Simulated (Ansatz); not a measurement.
```xyz
5

C     0.5028   -0.0104   -0.0475
H     1.0938    0.6769    0.6109
H     1.1138   -0.6084   -0.6133
F    -0.3106    0.8060   -0.7436
F    -0.2633   -0.8180    0.7834
```

Basis set: cc-pVDZ (spherical functions). Frozen core: 3 orbitals. Charge 0, multiplicity 1.

Computed with Ansatz (development build ahead of 0.2.0); each method stands on the lowest determinant of its kind that the runs found. Restricted open shells among the atoms or ions are ROHF, correlated in semicanonical orbitals with singles.

(1) Give the atomization energy at this shape (free ground-state atoms in the same class of orbitals less the molecule, no zero-point energy) of singlet CH2F2 by RHF-MP2, RHF.

Answers

(1)

```json
{"method": "RHF-MP2", "atomization energy": "17.60 eV"}
{"method": "RHF", "atomization energy": "13.04 eV"}
```

Caution: the shape is not the minimum.
